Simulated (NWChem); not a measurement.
# BNH₂BrF; SMILES NB(F)Br

```xyz
6

B     -0.0072     0.9478     0.0000
F     -1.1681     1.5916     0.0000
Br    -0.0324    -0.9831     0.0000
N      1.1948     1.6432     0.0000
H      2.0952     1.1863     0.0000
H      1.2230     2.6549     0.0000
```
Atoms are numbered in this order, from 1.

Program: NWChem. Pople sets run with spherical d functions. The geometry was optimised at PBE0/def2-SVP.

### Question
Predict the results for LC-BLYP (range parameter 0.33 per bohr)/6-31G*. Quantities: highest occupied level (eV); orbital gap (eV); dipole (D).

### Answer
```
Item                         Result
---------------------------  ------
highest occupied level (eV)  -10.28
orbital gap (eV)              13.66
dipole (D)                     3.16
```
